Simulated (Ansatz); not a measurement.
Reaction (atomization): `NC(O)(F)O[SiH3]` → C• + F• + 6 H• + N• + 2 O• + Si•

Program: Ansatz. Geometries: PBE0-D4/def2-TZVP. ΔE: electronic, gas phase. CBS: MP2 limit from def2 TZ/QZ plus the TZ coupled-cluster correction, frozen cores. This one scheme is used for every species, atoms too. Functionals use def2-TZVPP. B3LYP here is the variant with VWN-RPA as its local correlation; programs differ in this. Open shells (•) are unrestricted, without spin–orbit coupling. Spin–orbit coupling would lower the free atoms: a little for C, F, O, Si. One conformer a species, not always the lowest.

`NC(O)(F)O[SiH3]`:

```xyz
12

N     0.400   -0.751    1.846
C     0.512   -0.195    0.545
O     0.588    1.176    0.596
F     1.686   -0.694    0.020
O    -0.504   -0.532   -0.304
Si   -0.881    0.311   -1.694
H    -0.508   -0.528    2.231
H     0.501   -1.757    1.801
H     1.248    1.404    1.259
H    -1.757   -0.616   -2.446
H    -1.623    1.554   -1.377
H     0.337    0.627   -2.477
```

```
             level  ΔE (eV)
         r2SCAN-D4    45.60
          B3LYP-D4    45.46
            r2SCAN    45.54
              PBE0    45.15
     HF/def2-TZVPP    31.09
SCS-MP2/def2-TZVPP    45.02
   CCSD/def2-TZVPP    43.47
SCS-MP2/def2-QZVPP    45.97
```

(1) What does CCSD(T)/CBS give? (Estimate.)

Largest T1 diagnostic among the species: 0.012.

Answers

(1) The calculation gave: +45.68 eV. The listed levels differ from it by -0.08, -0.22, -0.14, -0.53, -14.59, -0.66, -2.21, 0.29 eV.

The D4 term adds +0.39 eV with B3LYP and +0.20 eV with PBE0; it sums over pairs of atoms, weighted by their polarisabilities, and B3LYP, whose exchange is more repulsive, gets the larger term. In def2-TZVPP, CCSD(T) changes the Hartree–Fock value by +13.16 eV (the triples alone add +0.78 eV) and MP2 by +14.22 eV; breaking electron pairs costs correlation energy, which Hartree–Fock lacks. From PBE to PBE0 (25 % exact exchange), in def2-TZVPP and without D4, ΔE moves by −1.20 eV: exact exchange takes away binding that semilocal exchange gives to molecules.

For atomizations the MP2-based limit and the directly extrapolated one differ by several kJ/mol either way, and by 10 to 25 for some Ge, Se and Sn compounds, so smaller differences from it don't rank the levels.
